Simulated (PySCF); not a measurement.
Spectra and structures to be paired. Method: PySCF, TDDFT CAM-B3LYP/def2-SVPD, vertical, gas phase, core orbitals frozen in the response. Geometries: GFN2-xTB; one conformer of each isolated species. Triplets are in the Tamm–Dancoff approximation.

A. `CP1(=O)C=CCC=C1`
B. `CC#CC1CNC1`
C. `C#Cc1ccco1`
D. `C=CC/C=N/C=C`

Lowest singlet levels (six at most, fewer where fewer were computed) with oscillator strengths:

1. 204 nm (f 0.000); 191 nm (f 0.000); 185 nm (f 0.012); 184 nm (f 0.003 summed over 2 states); 182 nm (f 0.018); 178 nm (f 0.001) [of 8 roots; the last level is left out, as the window may have cut its degenerate partner]; T1 5.47 eV
2. 268 nm (f 0.003); 213 nm (f 0.833); 190 nm (f 0.017); 174 nm (f 0.011); 172 nm (f 0.007); 168 nm (f 0.071); T1 3.41 eV
3. 238 nm (f 0.376); 223 nm (f 0.000); 205 nm (f 0.000); 194 nm (f 0.010); 188 nm (f 0.001); 178 nm (f 0.102); T1 3.32 eV
4. 209 nm (f 0.007); 201 nm (f 0.005); 192 nm (f 0.005); 189 nm (f 0.002); 184 nm (f 0.001); 184 nm (f 0.112); T1 4.30 eV

Task: Which spectrum belongs to which structure?

Result: 1 = B, 2 = D, 3 = C, 4 = A.
- A: S1 at 5.94 eV, HOMO→LUMO (86%); Löwdin shares by element: HOMO (one of a set within 0.03 eV) oxygen 54%, carbon 19% or more, phosphorus 13%; LUMO carbon 56% or more (atoms not listed hold the other 44%); HOMO -8.97 and LUMO 0.26 eV; point group Cs.
- B: S1 at 6.08 eV, HOMO→LUMO+1 (63%), HOMO→LUMO (23%); Löwdin shares by element: HOMO nitrogen 55%, carbon 19% or more, hydrogen 4% or more (atoms not listed hold the other 22%); LUMO carbon 53% or more, hydrogen 7% or more (atoms not listed hold the other 41%); HOMO -7.87 and LUMO 1.28 eV.
- C: S1 at 5.21 eV, HOMO→LUMO (92%); Löwdin shares by element: HOMO carbon 68% or more (atoms not listed hold the other 32%); LUMO carbon 58% or more (atoms not listed hold the other 42%); HOMO -7.70 and LUMO 0.22 eV; point group Cs, 2 of its 6 listed states under f = 0.0005.
- D: S1 at 4.63 eV, HOMO-1→LUMO (81%), HOMO-2→LUMO (11%); Löwdin shares by element: HOMO carbon 67% or more, nitrogen 15% (atoms not listed hold the other 18%); LUMO carbon 51% or more, nitrogen 17% (atoms not listed hold the other 32%); HOMO -8.33 and LUMO -0.03 eV.
A and B have S1 within 0.15 eV of each other; their strongest listed levels stand at 6.75 eV (f 0.112) and 6.83 eV (f 0.018).
